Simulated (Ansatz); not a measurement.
Ideal-gas functions of CH$_{3}$BrF$_{2}$Ge (`[CH3][Ge]([F])([F])[Br]`) at 298.15 K and 1 bar, from an Ansatz frequency run at PBE0-D4/def2-TZVP.

Molar mass 205.54 g/mol, point group Cs (symmetry number 1), electronic degeneracy 1, moments of inertia 152.915, 398.397, 408.019 u Å². Harmonic wavenumbers (cm⁻¹, unscaled): 99, 133, 155, 180, 214, 245, 329, 630, 726, 731, 821, 825, 1270, 1443, 1446, 3077, 3178, 3182.

Use S(trans) = R[1.5 ln M + 2.5 ln T − 1.1517]; rotational temperatures θ = 24.2544 K / I; S(rot) = R[ln(√π/σ · √(T³/θAθBθC)) + 1.5]; for each mode x = 1.438777 ν̃/T, S = R[x/(eˣ − 1) − ln(1 − e⁻ˣ)] and H = RT x/(eˣ − 1); 1 cm⁻¹ = 0.0119627 kJ/mol; R = 8.31446 J/(mol·K).

Task: By hand: the entropy, in J/(mol·K).

Result: Translation 175.3. Rotation: θ = 0.1586, 0.0609, 0.0594 K, giving 119.3. Vibration, mode by mode: 14.53, 12.14, 10.92, 9.74, 8.41, 7.39, 5.29, 1.68, 1.16, 1.14, 0.80, 0.79, 0.13, 0.06, 0.06, 0.00, 0.00, 0.00, in all 74.2. Electronic 0.0. Sum 368.8 J/(mol·K).

Task: By hand: H − E and G − E in kJ/mol, counted from the electronic energy.

Result: Zero-point energy ½ × 18684 × 0.0119627 = 111.8; thermal vibration 12.0; translation, rotation and pV give 4 RT = 9.9. H − E = 133.7 kJ/mol, and G − E = 133.7 − 298.15 × 368.8/1000 = 23.7 kJ/mol.

Vibration gives 20 % of the entropy, 26.7 J/(mol·K) of it from the modes under 150 cm⁻¹: soft modes count most, and the harmonic formula is weakest for them.
